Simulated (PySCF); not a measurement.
Si(F)(Me)(Et)(OH) (C3H9FOSi), SMILES O[Si](C)(F)CC. Atoms are numbered in the order given.

```xyz
15

C      1.7467    -1.4968    -0.7564
C      0.9869    -0.2149    -1.1289
Si    -0.3081     0.2918     0.1249
C     -1.6529    -0.9596     0.3977
O     -1.0464     1.7245    -0.2805
F      0.4966     0.5037     1.5379
H      1.0663    -2.3604    -0.6756
H      2.2543    -1.3881     0.2151
H      2.5116    -1.7525    -1.5069
H      0.4904    -0.3279    -2.1095
H      1.6960     0.6250    -1.2476
H     -2.1951    -1.1621    -0.5397
H     -2.3789    -0.5902     1.1387
H     -1.2381    -1.9103     0.7678
H     -0.4761     2.4804    -0.4625
```
Charge 0, spin multiplicity 1.

Geometry optimised at B3LYP-D3(BJ)/def2-SVP. Other conformers were not sampled.

All values below come from PBE0/pcSseg-1 (PySCF).

GIAO shieldings, no solvent; atoms alike by connectivity are averaged. δ = σ(ref) − σ: ¹³C against TMS (σ = 186.3 ppm); ²⁹Si against TMS (σ = 352.7 ppm); ¹⁷O against H2O (σ = 334.2 ppm); ¹⁹F against CFCl3 (σ = 167.2 ppm); ¹H against TMS (σ = 31.56 ppm), references at their B3LYP-D3(BJ)/def2-TZVP geometries, non-relativistic.

| nucleus | atoms | count | δ (ppm) |
|---|---|---|---|
| ¹³C | C2 | 1 | 12.8 |
| ¹³C | C1 | 1 | 10.4 |
| ¹³C | C4 | 1 | -3.4 |
| ²⁹Si | Si3 | 1 | 15.1 |
| ¹⁷O | O5 | 1 | 65.2 |
| ¹⁹F | F6 | 1 | -160.4 |
| ¹H | H15 | 1 | 2.11 |
| ¹H | H7, H8, H9 | 3 | 1.31 |
| ¹H | H10, H11 | 2 | 0.71 |
| ¹H | H12, H13, H14 | 3 | 0.51 |
